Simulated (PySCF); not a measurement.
## Structure from 2D NMR

Compound of formula C₇H₅F₃O. Correlations simulated from computed shifts and couplings:

HSQC (one-bond C–H):
```tsv
δH	δC	1J(C,H) (Hz)
7.61	143.1	169
7.37	128.0	171
7.37	136.2	170
```

COSY cross peaks (|J| ≥ 2 Hz):
```tsv
δH	δH	abs. J (Hz)	bonds
7.61	7.37	9.4	3
7.61	7.37	8.3	3
```

HMBC (two and three bonds, |J| ≥ 2.5 Hz):
```tsv
δH	δC [abs. J in Hz]
7.61	164.9 [10.9], 143.1 [9.1]
7.37	164.9 [3.4], 136.2 [8.0], 128.0 [5.0]
7.37	128.0 [8.5]
```

Carbons without hydrogens: δ 164.9, 133.3.

[PySCF 2.14.0 with density-fitted response routines: CAM-B3LYP/pcSseg-2 with gauge-including orbitals; geometry from PBE0-D3(BJ)/def2-SVP; B3LYP/pcJ-1 coupling constants (spin–dipole term only in couplings to heteroatoms); a single conformation; no solvent; non-relativistic; fast rotation and ring inversion assumed for equivalent nuclei]

Referencing at the same level of theory: 1H (σ = 31.34 ppm) and 13C (σ = 182.55 ppm) vs TMS.

Exchangeable hydrogens are left out of these lists, and C,H couplings along chains are those of one rotamer, so weak HMBC peaks may be missing or extra.

Problem. Work out the connectivity.

Solution. `C(F)(F)(F)OC1=CC=CC=C1`.

Atoms are numbered as in `[F:1][C:2]([F:3])([F:4])[O:5][c:6]1[cH:7][cH:8][cH:9][cH:10][cH:11]1`. Hydrogens are named by the atom that carries them.

- δC 164.9 is C6, an aromatic carbon bearing oxygen.
- δC 143.1 is C8/C10, an aromatic CH (δH 7.61).
- δC 136.2 is C9, an aromatic CH (δH 7.37).
- δC 133.3 is C2, a CF3 carbon.
- δC 128.0 is C7/C11, an aromatic CH (δH 7.37).
- HMBC from δH 7.61 reaches the proton-free carbon C6.
- HMBC from δH 7.37 reaches the proton-free carbon C6.
- COSY links 7.61–7.37, 7.61–7.37.

The shifts were computed for this structure.

Common functionals overestimate the size of one-bond C–F couplings by tens of Hz; these are unscaled. Unscaled 3J(H,H) at this level run about 10 % above measured values. Shifts are as computed, not scaled to solution data. Of 1313 compounds with measured shifts, 239 miss one by over three times the rms of a fit or turn the order of signals round; such compounds aren't used in these exercises.
